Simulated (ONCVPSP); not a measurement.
What one change does to a pseudopotential (Co (Z = 27), ONCV)

```json
{
 "Element": "cobalt",
 "Generator": "ONCVPSP 4.0.1",
 "Type": "optimised norm-conserving Vanderbilt (ONCV)",
 "Functional": "LDA (Perdew-Wang 92)",
 "Relativity": "scalar-relativistic",
 "Frozen core": "[Ne]",
 "Valence charge": "17",
 "Reference configuration": "3s2 3p6 3d6 (charge +3)",
 "Partial waves": "3s: rc 0.95 bohr, ncon 5, nbas 9, qcut 12.7 1/bohr, 3 projectors, debl 3.3 Ha; 3p: rc 1.20 bohr, ncon 4, nbas 9, qcut 10.5 1/bohr, 2 projectors, debl 3.9 Ha; 3d: rc 0.95 bohr, ncon 4, nbas 9, qcut 17.6 1/bohr, local",
 "Local potential": "the d channel",
 "Core correction": "none"
}
```

In the s channel the program set the typed energies aside and used -5.155, 0.250, 3.550 Ha.

All-electron outer shells of the reference configuration (LDA (PZ), scalar-relativistic, ld1.x):

| shell | level (eV) | outermost node (bohr) | outermost maximum (bohr) |
| --- | --- | --- | --- |
| 3s | -140.26 | 0.31 | 0.66 |
| 3p | -103.69 | 0.28 | 0.67 |
| 3d | -45.48 | – | 0.65 |

Change: d: qcut 20.5.

Cutoffs: the cutoffs (Ha) at which the residual kinetic energy of the hardest occupied pseudo-wave falls to 1 and 0.1 mHa per electron; they do not see the model core or the augmentation charge, which bear on the density cutoff. Errors are all-electron minus pseudo energies relative to the spin-unpolarised reference configuration.

Q: What does the change do?

A: The potential gets harder (110 Ha and 126 Ha → 128 Ha and 149 Ha); of the 4 tests that both files solve, the error grows in 1 and shrinks in 2 by more than 15 % and 0.3 meV (median size 1.5 → 1.0 meV); neither file shows a bound ghost. The waves are optimised to have the least kinetic energy above qcut, so the cutoff follows it (qcut²/2 in Ha).

```csv
quantity,base,changed
"cutoff, loose",110 Ha,128 Ha
"cutoff, tight",126 Ha,149 Ha
loose cutoff by channel,"s 65 Ha, p 38 Ha, d 110 Ha","s 65 Ha, p 38 Ha, d 128 Ha"
bound ghosts,none,none
GHOST(+) flags under 300 eV,none,none
"error for 3s2 3p6 3d7 4s2, meV [ΔE -62.56 eV]",-1.5,+0.9
"error for 3s2 3p6 3d7 4s1, meV [ΔE -53.27 eV]",-1.5,+0.7
"error for 3s2 3p6 3d7, meV [ΔE -36.19 eV]",-0.5,+1.0
"error for 3s2 3p5 3d7 4s2, meV [ΔE 10.87 eV]",+19,+19
s: phases at 0.96 bohr within 0.05 rad from the reference energy up to (Ha; the scan ends near 5),to the end of the scan,to the end of the scan
p: phases at 1.22 bohr within 0.05 rad from the reference energy up to (Ha; the scan ends near 5),to the end of the scan,to the end of the scan
d: phases at 0.96 bohr within 0.05 rad from the reference energy up to (Ha; the scan ends near 5),4.0,4.6
```
